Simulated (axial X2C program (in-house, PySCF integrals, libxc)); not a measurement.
## Bond lengths and stretching modes, held linear, of CoNC⁻

Computed with an axial X2C code built on PySCF integrals: two-component X2C with atomic mean-field Coulomb and Gaunt terms, Gaussian nuclei, basis Co dyall-v3z, N dyall-av3z, C dyall-v3z with contracted cores. Spin-free rows use the one-electron spin-free X2C Hamiltonian.

Masses Co 58.933, N 14.003, C 12.000 u. States: 2c Ω = 9/2 (beyond evenly filled blocks: ω = 1/2, ω = 3/2, ω = 5/2); spin-free M_S = 3/2, Λ = 3 (beyond evenly filled blocks: σα, π+α, π+β, π-α, δ+α, δ+β, δ-α).

TPSSh, spin-free: energies above the lowest point

| r(Co–N) (Å) | r(N–C) (Å) | E (meV) |
| --- | --- | --- |
| 1.8691 | 1.1417 | 70.18 |
| 1.8691 | 1.1710 | 3.61 |
| 1.8691 | 1.2003 | 29.07 |
| 1.9170 | 1.1417 | 64.03 |
| 1.9170 | 1.1710 | 0.00 |
| 1.9170 | 1.2003 | 28.08 |
| 1.9170 | 1.2296 | 131.91 |
| 1.9649 | 1.1417 | 80.27 |
| 1.9649 | 1.1710 | 18.19 |
| 1.9649 | 1.2003 | 48.32 |
| 2.0129 | 1.1710 | 52.89 |
| 2.0129 | 1.2296 | 192.18 |

Question: Fit a quadratic surface with cubic terms in each bond: where is the minimum, and what are the two stretching wavenumbers?

Answer: At TPSSh, spin-free: bonds 1.899 and 1.176 Å; harmonic stretches 392.8 and 2098.5 cm⁻¹; force constants 1.66, 16.6 and coupling 0.23 mdyn/Å.

The other levels and Hamiltonians give:

| Hamiltonian | level | r(Co–N) (Å) | r(N–C) (Å) | lower stretch (cm⁻¹) | upper stretch (cm⁻¹) |
| --- | --- | --- | --- | --- | --- |
| 2c | PBE0 | 1.919 | 1.169 | 382.1 | 2161.6 |
| 2c | TPSSh | 1.899 | 1.176 | 392.5 | 2099.1 |
| spin-free | PBE0 | 1.919 | 1.169 | 382.3 | 2161.3 |

Each state is one determinant, the lowest of a limited PBE0 search; the stretches come from a fit to these few points and carry an uncertainty of a few per cent. Other orders of the atoms were not compared. Left out for rough or failed fits: HF 2c, MP2 2c, HF spin-free, MP2 spin-free. For an anion the highest level of a functional can be positive, and the basis then holds the extra electron. The molecule was held linear; bending was not examined, so a bent shape may lie lower. Note: functional without a current term on a determinant with orbital currents, of the molecule or an atom. Note: several unpaired electrons, one determinant need not be a pure state.
